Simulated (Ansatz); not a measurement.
Total energies of Be₉O₉, a nanocrystal cut from wurtzite BeO (bare) from Ansatz at PBE0-D4/def2-TZVP, gas phase (1 Eh = 27.2114 eV = 2625.5 kJ/mol). The reference geometry is relaxed at PBE-D4/def2-SVP.

Cartesian coordinates in Å:
```
Be -0.261 1.786 0.894
O 1.213 1.205 1.332
O -1.136 0.967 1.958
Be 0.275 0.205 2.144
Be -1.508 -0.430 1.266
O -0.179 -1.270 1.747
Be 1.957 0.426 0.219
O 2.151 -1.164 0.276
Be 0.710 -1.790 0.591
O -0.708 1.965 -0.578
Be -1.765 0.833 -0.953
O -2.100 -0.510 -0.163
Be 0.174 1.111 -1.670
O 1.584 0.542 -1.377
O -1.015 0.197 -2.234
Be 1.490 -1.038 -1.191
Be -1.072 -1.104 -1.299
O 0.191 -1.933 -0.962
```

| state | geometry | energy (Eh) |
| --- | --- | --- |
| charge 0 singlet | reference | -810.41658 |
| charge 1 doublet | reference | -810.04533 |
| charge -1 doublet | reference | -810.41770 |
| free Be atom (singlet) | – | -14.63549 |
| free O atom (triplet) | – | -75.01860 |

Single mean-field runs in def2-TZVP are fitted with def2-universal-jkfit.

Question: Work out the vertical ionisation energy to the doublet.

Answer: E(charge 1 doublet) − E(charge 0 singlet) = -810.04533 − (-810.41658) = 0.37125 Eh = 10.10 eV. For comparison, −ε of the highest occupied level is 8.45 eV at this level, 1.65 eV less.

Question: Work out the vertical electron affinity, to the doublet.

Answer: E(charge 0 singlet) − E(charge -1 doublet) = -810.41658 − (-810.41770) = 0.00112 Eh = 0.03 eV; so near zero that its sign isn't settled. The basis lacks diffuse functions, which makes affinities too small.

Question: Give the fundamental gap IE − EA, the Mulliken electronegativity (IE + EA)/2 and the hardness (IE − EA)/2.

Answer: From the values in Eh: IE − EA = 0.37125 − 0.00112 = 0.37013 Eh = 10.07 eV; (IE + EA)/2 = 5.07 eV; (IE − EA)/2 = 5.04 eV. The HOMO–LUMO gap of the same run is 7.39 eV, 2.68 eV smaller than the fundamental gap.

Question: What is the binding energy per atom against free atoms?

Answer: Atoms: 9 × (-14.63549) + 9 × (-75.01860) = -806.88681 Eh. Binding: -806.88681 − (-810.41658) = 3.52977 Eh = 96.05 eV, or 5.34 eV for each of 18 atoms (no zero-point energy, no counterpoise term).

At PBE0-D4/def2-TZVP the highest occupied level of the charge -1 doublet lies above zero (up to 1.10 eV). Energy differences put its binding near zero (0.03 eV; vertical, to the charge 0 singlet, at PBE0-D4/def2-TZVP), which leaves it undecided.
